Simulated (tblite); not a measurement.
C6H6FO (charge -1).
Numbering: `[O-:1][C:2]1=[C:3]([F:4])[C@@H:5]2[CH2:6][CH2:7][C@H:8]12` (hydrogens: H9 on C5; H10, H11 on C6; H12, H13 on C7; H14 on C8)
Bond orders are those of one Lewis drawing.

Computed with GFN2-xTB (tblite), gas phase: L-BFGS steps from a force-field or distance-geometry start until the largest atomic force falls under 0.01 eV/Å.

Step 14: E = -676.3846 eV
```
atom  x, y, z in Å  |  force x, y, z in eV/Å
O1      2.6758    0.0153    0.9604    0.002   0.014   0.038
C2      1.6688    0.1506    0.2391    0.008   0.002   0.017
C3      1.0803    1.0430   -0.6059    0.008  -0.017  -0.006
F4      1.3122    2.3843   -0.9622   -0.005   0.036   0.014
C5     -0.1135    0.2373   -0.9587   -0.027   0.006  -0.004
C6     -1.3337    0.3269    0.0078    0.002  -0.009  -0.001
C7     -0.7019   -0.7536    0.8972    0.004  -0.004  -0.003
C8      0.5046   -0.8537   -0.0589   -0.020  -0.004  -0.040
H9     -0.3654    0.0820   -2.0131   -0.006  -0.021   0.001
H10    -1.4713    1.2982    0.4842    0.025  -0.011  -0.026
H11    -2.2774    0.0191   -0.4498    0.002   0.010   0.015
H12    -1.2916   -1.6720    0.9577   -0.015   0.006   0.012
H13    -0.4509   -0.4324    1.9081    0.030   0.005  -0.005
H14     0.7634   -1.8455   -0.4281   -0.008  -0.013  -0.011
```

Step 15: E = -676.3849 eV
```
atom  x, y, z in Å  |  force x, y, z in eV/Å
O1      2.6729    0.0162    0.9630   -0.001   0.016   0.026
C2      1.6678    0.1505    0.2387    0.025  -0.004   0.042
C3      1.0794    1.0422   -0.6069    0.030  -0.002  -0.003
F4      1.3108    2.3851   -0.9600   -0.013   0.021   0.012
C5     -0.1135    0.2356   -0.9593   -0.031   0.032  -0.007
C6     -1.3325    0.3269    0.0073   -0.008  -0.011   0.014
C7     -0.7008   -0.7535    0.8968   -0.002  -0.004   0.000
C8      0.5050   -0.8550   -0.0597   -0.030   0.001  -0.045
H9     -0.3666    0.0826   -2.0128   -0.008  -0.033  -0.028
H10    -1.4697    1.2986    0.4828    0.028  -0.007  -0.023
H11    -2.2770    0.0199   -0.4491   -0.001   0.004   0.012
H12    -1.2923   -1.6705    0.9586   -0.012  -0.002   0.012
H13    -0.4478   -0.4324    1.9071    0.028   0.009   0.001
H14     0.7635   -1.8467   -0.4286   -0.004  -0.020  -0.012
```

Step 16: E = -676.3854 eV
```
atom  x, y, z in Å  |  force x, y, z in eV/Å
O1      2.6687    0.0182    0.9674   -0.008   0.015   0.010
C2      1.6663    0.1502    0.2385    0.035  -0.009   0.060
C3      1.0784    1.0410   -0.6083    0.050   0.017  -0.001
F4      1.3087    2.3864   -0.9562   -0.023  -0.003   0.012
C5     -0.1139    0.2335   -0.9604   -0.020   0.054  -0.014
C6     -1.3309    0.3267    0.0068   -0.017  -0.009   0.026
C7     -0.6991   -0.7534    0.8964   -0.008  -0.005   0.002
C8      0.5052   -0.8569   -0.0618   -0.030   0.007  -0.037
H9     -0.3683    0.0826   -2.0129   -0.011  -0.041  -0.056
H10    -1.4666    1.2992    0.4803    0.029   0.003  -0.012
H11    -2.2764    0.0211   -0.4477   -0.009  -0.005   0.007
H12    -1.2935   -1.6683    0.9601   -0.008  -0.013   0.013
H13    -0.4427   -0.4322    1.9056    0.022   0.011   0.004
H14     0.7634   -1.8487   -0.4300   -0.002  -0.022  -0.014
```

Task: Estimate the geometry and energy of step 17. (The exact step hangs on the optimiser's Hessian estimate; all steps are aligned on step 16, rigid shifts and turns removed.)

Result: E = -676.3859 eV, largest force 0.080 eV/Å
```
atom  x, y, z in Å  |  force x, y, z in eV/Å
O1      2.6633    0.0213    0.9735   -0.015   0.006  -0.004
C2      1.6644    0.1498    0.2391    0.027  -0.010   0.061
C3      1.0778    1.0395   -0.6099    0.057   0.028  -0.003
F4      1.3057    2.3880   -0.9510   -0.031  -0.025   0.011
C5     -0.1147    0.2318   -0.9622    0.003   0.058  -0.022
C6     -1.3290    0.3265    0.0065   -0.020  -0.001   0.025
C7     -0.6971   -0.7534    0.8959   -0.011  -0.005   0.002
C8      0.5049   -0.8593   -0.0650   -0.017   0.013  -0.015
H9     -0.3706    0.0816   -2.0140   -0.010  -0.041  -0.068
H10    -1.4621    1.3001    0.4770    0.025   0.017   0.006
H11    -2.2757    0.0226   -0.4458   -0.019  -0.016   0.003
H12    -1.2951   -1.6655    0.9624    0.000  -0.022   0.015
H13    -0.4356   -0.4317    1.9037    0.014   0.010   0.001
H14     0.7632   -1.8517   -0.4323   -0.004  -0.013  -0.013
```

The energy changes by -0.0006 eV. The first-order estimate −F·Δx gives -0.0008 eV and the mean of the old and new forces, exact on a quadratic surface, -0.0006 eV. The step makes an angle of 73° with the force vector and moves no atom by more than 0.009 Å.

The cost below is that of the whole relaxation. Time: 0.47 s. Hardware: AMD EPYC, one thread, no GPU (shared host).
